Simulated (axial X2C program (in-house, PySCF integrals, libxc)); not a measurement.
**MoAs: bond constants with and without spin–orbit coupling**

Computed with an in-house all-electron X2C program for linear molecules (integrals from PySCF). Spin-free means the one-electron spin-free X2C Hamiltonian; two-component (2c) means X2C with spin–orbit coupling and atomic mean-field two-electron Coulomb and Gaunt terms, so the difference of the two also holds small scalar two-electron terms. Basis: Mo dyall-cv3z [11s12p9d5f3g], As dyall-cv3z [9s9p6d4f1g] (cores contracted in-house); Gaussian nuclei, density fitting, unrestricted open shells. Masses: Mo 97.905 u, As 74.922 u.

Input file and command:
```json
{"zs": [42, 33], "q": 0, "bas": ["dyall-cv3z", "dyall-cv3z"], "levels": ["PBE0", "HF", "B97-3"], "cc": true, "r0": 2.59, "thr": -1.0, "nmax": 90, "npts": 10, "nst": 2, "ntry": 6}
```
```bash
python so2c.py task.json out
```

Keys: zs atomic numbers; q charge; bas basis sets; levels methods; cc coupled cluster on or off; r0 starting distance in Å; thr threshold in hartree for freezing inner shells (an s shell follows its p shell); nmax most natural virtual spinors; npts points on the curve; nst determinants followed; ntry starts of the search. HF also brings MP2.

State, spin-free: M_S = 3/2, Λ = 0 (beyond evenly filled blocks: σα, δ+α, δ-α); electrons by block: σα: 17, σβ: 16, π+α: 8, π+β: 8, π-α: 8, π-β: 8, δ+α: 3, δ+β: 2, δ-α: 3, δ-β: 2. Fragments: Mo + As.

State, 2c: Ω = 3/2 (⟨Sz⟩ = 1.50, ⟨Lz⟩ = 0.00 at PBE0); electrons by block: 1/2: 25, -1/2: 24, 3/2: 10, -3/2: 11, 5/2: 3, -5/2: 2. Fragments: Mo + As.

```
Hamiltonian    level  Re (Å)  ωe (cm⁻¹)  ωexe (cm⁻¹)  Be (cm⁻¹)  De (eV)  μ (D)
  spin-free     PBE0   2.277      276.9         1.06     0.0766     2.41  -3.40
  spin-free       HF   2.657      156.0          n/a    0.05628    0.402  -3.86
  spin-free     CCSD   2.332      246.1         1.07    0.07303     1.81    n/a
  spin-free  CCSD(T)   2.300      268.0         1.39     0.0751     2.03    n/a
  spin-free    B97-3   2.274      280.8          1.1    0.07683     2.76  -3.25
         2c     PBE0   2.278      276.4         1.06    0.07655     2.40  -3.38
         2c       HF   2.658      155.4          n/a    0.05621    0.399  -3.85
         2c    B97-3   2.275      280.3          1.1    0.07677     2.75  -3.24
```

Correlated methods: 11 electrons correlated (number of frozen shells: Mo 4 s, 3 p, 1 d; As 3 s, 2 p, 1 d), 327 virtual spin orbitals or spinors in MP2, 89 natural virtuals in coupled cluster.

Dipoles are positive if As is the positive end.

The state is a single determinant with fixed occupations, the lowest that a limited PBE0 search found. De is counted from the lowest determinant-based energies of the atoms at the same level, without counterpoise correction. Density functionals use the spin component along the axis (collinear). CCSD and (T) use frozen natural virtuals with an MP2 correction for the truncation; (T) itself is uncorrected, so its De runs slightly low. With several unpaired electrons one determinant need not be a pure state. This is the top spin component of a Σ state; components of lower Ω are not single determinants and can lie lower. The determinant is spin-polarised beyond a pure state at some levels (its spin-free form has ⟨S²⟩ too high), which makes Re and μ there less reliable. The T1 diagnostic is large, a sign of multireference character. With the outer-core shells frozen, correlated bond lengths of heavy atoms tend to come out a few hundredths of an ångström too long.

No reliable constants came from CCSD (2c), CCSD(T) (2c), MP2 (2c), MP2 (spin-free): no minimum in range, unconverged points, a curve that is not smooth, a change of character along it, or the two Hamiltonians disagreeing along it.

Rough cost a point (2c) on 1 thread(s) of a shared host, integrals apart: PBE0 1.5 s, HF 1.4 s, B97-3 1.9 s.

The whole task took 4.8 min on 1 thread of Arm Neoverse V2, on a shared host.
